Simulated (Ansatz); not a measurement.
Species: BH2Se, charge 0, doublet. BH2Se (SMILES [SeH][BH], doublet).
B3LYP-D3(BJ)/def2-TZVP minimum from Ansatz (a first-principles code):
```xyz
4

B      0.3213    -0.8771     1.2872
H     -0.3987    -1.3636     2.0899
Se     0.0080     0.1620    -0.2443
H     -1.4794     0.2423    -0.2180
```
Charge 0, spin multiplicity 2.

Hartree-Fock and CCSD(T) correlation energies in hartree (Ansatz). Radicals and triplets start from unrestricted determinants; spin-orbit coupling is neglected. Correlated methods leave the cores frozen (noble-gas shells, and filled d and f shells in the p block). No relativity.

```csv
basis,X,E(HF),"E(corr, CCSD(T))"
cc-pVTZ,3,-2425.69274,-0.27430
cc-pVQZ,4,-2425.69754,-0.29220
cc-pV5Z,5,-2425.69823,withheld
```

Problem. Fit E(corr) = E∞ + A/X³ to X = 3 and 4, predict X = 5, and compare with the run.

Solution. A = (-0.27430 - (-0.29220))/(1/27 - 1/64) = 0.8360; E∞ = -0.29220 - A/64 = -0.30526; at X = 5, E∞ + A/125 = -0.29857. The run gave -0.29813, 0.44 mEh above the prediction. The same form on X = 4 and 5 gives E∞ = -0.30435, 0.91 mEh above the first estimate.
